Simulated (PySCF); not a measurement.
## Broadened absorption spectrum of C6H8N2O

Species: C6H8N2O.
Atom-mapped SMILES: `[CH3:1][O:2][c:3]1[cH:4][c:5]([CH3:6])[cH:7][n:8][n:9]1` (hydrogens: H10, H11, H12 on C1; H13 on C4; H14, H15, H16 on C6; H17 on C7)

Structure used (GFN2-xTB), in Å, numbered top down from 1:
```xyz
17
C6H8N2O angstrom
C      3.2146   -0.2588   -0.1863
O      2.0633    0.5609   -0.2806
C      0.9100    0.0008    0.1037
C     -0.2593    0.7817    0.0374
C     -1.4352    0.1944    0.4423
C     -2.7426    0.9138    0.4444
C     -1.3370   -1.1410    0.8775
N     -0.2107   -1.8072    0.9102
N      0.9066   -1.2507    0.5309
H      3.3657   -0.5897    0.8429
H      4.0468    0.3583   -0.5173
H      3.1120   -1.1393   -0.8232
H     -0.2027    1.7980   -0.3201
H     -3.0335    1.1408    1.4699
H     -2.6754    1.8454   -0.1114
H     -3.5206    0.2903    0.0085
H     -2.2091   -1.6857    1.2107
```

Method used: TDDFT CAM-B3LYP/def2-SVPD, vertical, gas phase, core orbitals frozen in the response in PySCF.

Computed states:

```tsv
state	E (eV)	f
S1	3.88	0.0039
S2	4.74	0.0001
S3	5.30	0.047
S4	6.16	0.052
S5	6.56	0.0005
S6	6.71	0.026
S7	6.94	0.478
S8	7.14	0.0034
```

Each state is given a Gaussian of 0.4 eV full width at half maximum, with ε(max) = 2.175×10⁸ f / Δν̃ (Δν̃ the width in cm⁻¹). The width is an assumption, not a result. The curve ends short of the highest state used, and states not computed would add to its high-energy end.

(1) Give the broadened spectrum and its maxima.

(2) Coming from long wavelengths, where does ε first pass 100 L mol⁻¹ cm⁻¹?

(3) On this curve, what absorbance would a 10⁻⁴ mol/L sample give at 248 nm over a 1 cm path?

## Answers

(1) 
E (eV), ε (L mol⁻¹ cm⁻¹) and a bar:
```
     3.28          1 
     3.42          7 
     3.56         47 
     3.70        153 #
     3.84        255 ##
     3.98        216 ##
     4.13         85 #
     4.27         18 
     4.41          2 
     4.55          2 
     4.69          8 
     4.83         73 #
     4.98        547 #####
     5.12       1827 ################
     5.26       3099 ############################
     5.40       2667 ########################
     5.54       1167 ##########
     5.68        317 ###
     5.83        530 #####
     5.97       1826 ################
     6.11       3340 ##############################
     6.25       3151 ############################
     6.39       1938 #################
     6.54       3351 ##############################
```

Maxima: 320 nm (3.88 eV), ε about 260, made up of S1 (100%); 234 nm (5.30 eV), ε about 3200, made up of S3 (100%); 201 nm (6.17 eV), ε about 3500, made up of S4 (100%) (ε in L mol⁻¹ cm⁻¹; maxima over ε = 5, shares over 10%). At its high-energy end, 6.54 eV, the curve is still rising (ε about 3400, from S4, S6 and S7).

(2) At about 341 nm (3.64 eV), 0.23 eV below S1.

(3) 248 nm is 4.999 eV, where ε is about 670 L mol⁻¹ cm⁻¹, so A = ε c l ≈ 0.067 (Beer–Lambert, with the gas-phase spectrum and the assumed width).

One conformer stands for the species.
